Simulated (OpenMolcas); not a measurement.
## Cr4+ in a ligand field

Cr4+ with 6 ligands (water) in tetragonal octahedral coordination (D2h) at 1.91 Å, the axial distance 2.044 Å. Ligand basis ANO-RCC-VDZP.
```
Cr    0.0000    0.0000    0.0000
O     1.9100    0.0000    0.0000
H     2.4870    0.7797    0.0000
H     2.4870   -0.7797    0.0000
O     0.0000    1.9100    0.0000
H     0.0000    2.4870    0.7797
H     0.0000    2.4870   -0.7797
O    -1.9100    0.0000    0.0000
H    -2.4870    0.7797    0.0000
H    -2.4870   -0.7797    0.0000
O     0.0000   -1.9100    0.0000
H     0.0000   -2.4870    0.7797
H     0.0000   -2.4870   -0.7797
O     0.0000    0.0000    2.0437
H     0.7797    0.0000    2.6207
H    -0.7797    0.0000    2.6207
O     0.0000    0.0000   -2.0437
H     0.7797    0.0000   -2.6207
H    -0.7797    0.0000   -2.6207
```

```
Program             : OpenMolcas
Method              : SS-CASPT2, IPEA 0.25 Eh, imaginary shift 0.1 Eh (closed shells correlated: 3s 3p and the ligand valence shells)
Basis               : ANO-RCC-VTZP [6s5p3d2f1g]
Scalar Hamiltonian  : DKH2, point nucleus
Active space        : 2 electrons in 5 orbitals (3d)
State averaging     : 2S+1 = 3 even, 10 roots; 2S+1 = 1 even, 15 roots
Spin-orbit coupling : RASSI with atomic mean-field integrals over the reference wave functions
```

The lowest spin-free states, above the lowest:

```
   State  Degeneracy  E (cm-1)
2S+1 = 3           1         0
2S+1 = 3           1       160
2S+1 = 3           1      2220
2S+1 = 1           1      9600
2S+1 = 1           1     10130
2S+1 = 1           1     10230
2S+1 = 1           1     12380
2S+1 = 1           1     12540
2S+1 = 3           1     19460
2S+1 = 3           1     20760
2S+1 = 3           1     22890
2S+1 = 1           1     24330
2S+1 = 3           1     28720
2S+1 = 1           1     29940
2S+1 = 1           1     30320
2S+1 = 3           1     31510
2S+1 = 1           1     31980
2S+1 = 1           1     34620
2S+1 = 3           1     34800
2S+1 = 1           1     37460
```

The lowest levels with spin-orbit coupling:

```json
{"E (cm-1)": "0", "Degeneracy": "1", "2S+1": "3"}
{"E (cm-1)": "7", "Degeneracy": "1", "2S+1": "3"}
{"E (cm-1)": "130", "Degeneracy": "1", "2S+1": "3"}
{"E (cm-1)": "280", "Degeneracy": "1", "2S+1": "3"}
{"E (cm-1)": "390", "Degeneracy": "1", "2S+1": "3"}
{"E (cm-1)": "430", "Degeneracy": "1", "2S+1": "3"}
{"E (cm-1)": "2370", "Degeneracy": "1", "2S+1": "3"}
{"E (cm-1)": "2380", "Degeneracy": "1", "2S+1": "3"}
{"E (cm-1)": "2390", "Degeneracy": "1", "2S+1": "3"}
{"E (cm-1)": "9750", "Degeneracy": "1", "2S+1": "1"}
{"E (cm-1)": "10260", "Degeneracy": "1", "2S+1": "1"}
{"E (cm-1)": "10370", "Degeneracy": "1", "2S+1": "1"}
{"E (cm-1)": "12520", "Degeneracy": "1", "2S+1": "1"}
{"E (cm-1)": "12690", "Degeneracy": "1", "2S+1": "1"}
{"E (cm-1)": "19610", "Degeneracy": "1", "2S+1": "3"}
{"E (cm-1)": "19610", "Degeneracy": "1", "2S+1": "3"}
{"E (cm-1)": "19620", "Degeneracy": "1", "2S+1": "3"}
{"E (cm-1)": "20910", "Degeneracy": "1", "2S+1": "3"}
{"E (cm-1)": "20910", "Degeneracy": "1", "2S+1": "3"}
{"E (cm-1)": "20910", "Degeneracy": "1", "2S+1": "3"}
```

Powder χT (cm3 K/mol): 0.0399 at 2 K, 0.118 at 10 K, 0.294 at 50 K, 0.451 at 100 K, 0.661 at 200 K, 0.796 at 300 K. The effective moment at 300 K is 2.828 √(χT) = 2.52 μB.

The lowest level has 2S+1 = 3, for which the spin-only value is χT = S(S+1) / 2 = 1.000 cm3 K/mol (g = 2). The computed 0.796 at 300 K differs by -0.204, through orbital momentum, spin-orbit coupling and any other state in reach.

Over all roots computed the reference weight is 0.67 to 0.69; a low but even weight reflects the number of correlated electrons. Spin-orbit coupling mixes the spin-free states strongly: the lowest level takes only 70 % from its leading state, an unlabelled state of the same spin as most of the rest. The least metal-like active orbital is 82 % on the metal (Löwdin) and no ligand orbital is active, so the numbers are rough. Ligand-to-metal charge-transfer states are missing. With no ligand orbital active B as a rule stays too high, so bands that hang on it stand too high and its fall with covalency is understated. With one d shell and no ligand orbital active, 10Dq can be off by a tenth or more. No measured value stands beside these numbers; the geometry was imposed, not optimised, and the real ion may take another.

The CASPT2 steps took 120 s on 1 thread of AMD EPYC 9R45 96-Core Processor (Zen 5), with other jobs on the host; the integral step is not counted.
